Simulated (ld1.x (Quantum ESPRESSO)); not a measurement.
## u(r) = r·R(r): atom against pseudo-atom (chromium)

Columns: radius, all-electron u(r) and pseudo u(r) of the 4p shell (level -0.99 eV) of chromium in the configuration [Ar] 3d5 4s1 4p0; PBE, scalar-relativistic, PAW scheme, ld1.x (Quantum ESPRESSO) 7.5.

```
r (bohr)  all-electron  pseudo
   0.155        0.0874  0.0025
   0.310        0.0091  0.0099
   0.465       -0.0944  0.0219
   0.620       -0.1463  0.0382
   0.775       -0.1462  0.0583
   0.930       -0.1122  0.0815
   1.085       -0.0609  0.1073
   1.240       -0.0029  0.1348
   1.395        0.0556  0.1634
   1.550        0.1112  0.1926
   1.705        0.1625  0.2216
   1.860        0.2089  0.2501
   2.015        0.2502  0.2776
   2.170        0.2866  0.3037
   2.325        0.3185  0.3283
   2.480        0.3460  0.3509
   2.635        0.3696  0.3716
   2.790        0.3894  0.3900
   2.945        0.4059  0.4059
   3.100        0.4192  0.4192
   3.255        0.4296  0.4296
   3.410        0.4374  0.4374
   3.565        0.4429  0.4429
   3.720        0.4462  0.4462
   3.875        0.4477  0.4477
   4.030        0.4475  0.4475
```

Task: How many radial nodes do the two functions have?

Result: The all-electron 4p function has n − l − 1 = 2; the pseudo-wave has 0, since the states of the same l below it are removed with the core.

Task: At about which radius was the pseudo-wave matched?

Result: 3.10 bohr. The columns agree to 0.0005 from 2.94 bohr on; several derivatives are matched, so the curves merge somewhat inside the radius.

Task: Where does each function peak?

Result: Outermost all-electron maximum near 3.88 bohr, pseudo maximum near 3.88 bohr (to the table’s step).

Task: Is the pseudo-wave norm-conserving?

Result: No, it belongs to a PAW set: the norm inside the radius is not constrained, and the difference is carried by the augmentation charge.
